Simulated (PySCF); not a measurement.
[MoF6]3- (charge -3 and quartet state).
Cartesian coordinates in Å at the PBE0-D3(BJ)/def2-SVP level; atoms count from 1:
```
atom  x, y, z in Å
Mo1    0.0000    0.0000    0.0000
F2    -0.0408   -0.0219    2.0907
F3     0.0409    0.0218   -2.0907
F4     2.0908    0.0123    0.0410
F5    -2.0908   -0.0122   -0.0409
F6    -0.0127    2.0910    0.0216
F7     0.0126   -2.0910   -0.0218
```

Method used: PBE0-D3(BJ)/def2-SVP geometry optimisation, gas phase, def2 core potentials past Kr in PySCF.

Which atoms are bound to Mo1, and at what distances?

6 atoms: F6 2.091 Å, F7 2.091 Å, F3 2.091 Å, F2 2.091 Å, F5 2.091 Å, F4 2.091 Å.

List the angles at Mo1.

```csv
angle,degrees,distance of the outer atoms (Å)
F4–Mo1–F5,180.0,4.18
F2–Mo1–F3,180.0,4.18
F6–Mo1–F7,180.0,4.18
F2–Mo1–F7,90.0,2.96
F3–Mo1–F5,90.0,2.96
F3–Mo1–F6,90.0,2.96
F4–Mo1–F7,90.0,2.96
F2–Mo1–F6,90.0,2.96
F5–Mo1–F6,90.0,2.96
F3–Mo1–F4,90.0,2.96
F4–Mo1–F6,90.0,2.96
F2–Mo1–F5,90.0,2.96
F5–Mo1–F7,90.0,2.96
F2–Mo1–F4,90.0,2.96
F3–Mo1–F7,90.0,2.96
```

What is the shape at Mo1?

Octahedral: the three widest angles are 180.0°, 180.0° and 180.0°, the others run from 90.0° to 90.0°.

What are the rotational constants (commonest isotopes, rigid rotor)?

A = 1521, B = 1521, C = 1521 MHz: a spherical top.

Point group: Oh (every atom within 0.08 Å of its image). Charge -3, quartet. ⟨S²⟩ = 3.757 (exact for a quartet: 3.75). Whether so highly charged an anion holds all its electrons in the gas phase wasn't checked; a finite basis holds them in any case. No counter-ion or solvent screens the charge of this multiply charged ion. The geometry's basis has no diffuse functions, a weakness for an anion. No PBE0-D3(BJ)/def2-SVP frequencies stand behind this structure, so it isn't proved a minimum.

For an open-shell metal species like this, the optimisation's SCF solution wasn't tested for stability and no frequencies at its level were run, so a lower state or another shape may exist.
